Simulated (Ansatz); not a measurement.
The inner images of a band of C2H4BBr (8 atoms, charge 0, multiplicity 1) are given out of order.

All numbers below come from RHF/def2-SVP in Ansatz 0.2.0.

First end point:

```xyz
8
Properties=species:S:1:pos:R:3
C 0.235 1.041 -0.791
C -0.435 0.266 0.063
B 0.180 -1.062 0.566
Br -0.773 -2.185 1.816
H -0.169 1.977 -1.161
H 1.219 0.769 -1.158
H -1.417 0.585 0.397
H 1.254 -1.447 0.213
```

Last end point:

```xyz
8
Properties=species:S:1:pos:R:3
C 0.122 1.050 -0.717
C -0.525 0.241 0.121
B 0.029 -1.105 0.662
Br 1.776 -1.782 0.171
H -0.314 1.980 -1.067
H 1.111 0.814 -1.089
H -1.515 0.541 0.452
H -0.592 -1.795 1.411
```

Task: Put them in order from the first end to the last, with their energies above the first end.
A.
```xyz
8
Properties=species:S:1:pos:R:3
C 0.227 1.134 -0.646
C -0.491 0.141 -0.137
B 0.130 -1.180 0.421
Br 0.041 -1.559 2.312
H -0.228 2.061 -0.975
H 1.308 1.083 -0.730
H -1.567 0.271 -0.055
H 0.672 -2.007 -0.246
```
B.
```xyz
8
Properties=species:S:1:pos:R:3
C 0.203 1.183 -0.564
C -0.483 0.124 -0.159
B 0.125 -1.211 0.388
Br 0.422 -1.457 2.278
H -0.289 2.071 -0.943
H 1.287 1.218 -0.535
H -1.570 0.161 -0.217
H 0.398 -2.146 -0.302
```
C.
```xyz
8
Properties=species:S:1:pos:R:3
C 0.239 1.060 -0.755
C -0.483 0.204 -0.032
B 0.156 -1.099 0.506
Br -0.556 -1.963 2.080
H -0.150 2.022 -1.071
H 1.262 0.843 -1.040
H -1.496 0.479 0.243
H 1.120 -1.603 0.014
```
D.
```xyz
8
Properties=species:S:1:pos:R:3
C 0.053 1.252 -0.237
C -0.541 0.060 -0.231
B 0.130 -1.262 0.231
Br 1.600 -1.294 1.488
H -0.438 2.134 -0.633
H 1.061 1.392 0.136
H -1.544 -0.009 -0.644
H -0.228 -2.329 -0.165
```
E.
```xyz
8
Properties=species:S:1:pos:R:3
C 0.237 1.089 -0.707
C -0.499 0.162 -0.100
B 0.140 -1.141 0.456
Br -0.287 -1.731 2.245
H -0.175 2.047 -1.005
H 1.295 0.949 -0.898
H -1.545 0.377 0.096
H 0.926 -1.809 -0.142
```
F.
```xyz
8
Properties=species:S:1:pos:R:3
C 0.157 1.217 -0.461
C -0.503 0.103 -0.175
B 0.125 -1.231 0.343
Br 0.843 -1.392 2.124
H -0.343 2.084 -0.877
H 1.228 1.309 -0.318
H -1.573 0.076 -0.374
H 0.158 -2.224 -0.318
```
G.
```xyz
8
Properties=species:S:1:pos:R:3
C 0.104 1.237 -0.348
C -0.532 0.079 -0.194
B 0.125 -1.247 0.287
Br 1.251 -1.331 1.852
H -0.388 2.105 -0.771
H 1.149 1.360 -0.088
H -1.570 0.022 -0.514
H -0.049 -2.283 -0.279
```

Result: C (+0.04 eV), E (+0.14 eV), A (+0.26 eV), B (+0.31 eV), F (+0.27 eV), G (+0.17 eV), D (+0.08 eV).

Time of the run: 100 s on 1 thread of Arm Neoverse V1, with other jobs on the host, peak memory 0.28 GiB.
